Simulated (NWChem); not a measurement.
Species: C$_{2}$H$_{2}$ClF; SMILES C=C(F)Cl

```xyz
6

C     -1.1824     1.1530     0.0000
C     -0.0579     0.4482     0.0000
F      1.1380     1.0040     0.0000
Cl     0.0280    -1.2671     0.0000
H     -2.1495     0.6546     0.0000
H     -1.1270     2.2422     0.0000
```
Atoms are numbered in this order, from 1.

Structure relaxed at the PBE0/def2-SVP level. B3LYP is NWChem's, with the RPA form of VWN correlation.

Symmetry labels are those of Cs in the frame above (b1 and b2, or b-type labels, depend on it).

### Question
List the 4 lowest vertical singlet excitations from B3LYP/6-31+G* (spherical d), full TDDFT (NWChem).

### Answer
| state | energy (eV) | oscillator strength | symmetry | leading excitation (squared amplitude) |
|---|---|---|---|---|
| S1 | 6.35 | 0.003 | a" | HOMO → LUMO+1 (0.83) |
| S2 | 6.68 | 0.011 | a" | HOMO → LUMO+2 (0.83) |
| S3 | 6.80 | 0.303 | a' | HOMO → LUMO (0.91) |
| S4 | 7.40 | 0.017 | a" | HOMO → LUMO+3 (0.98) |
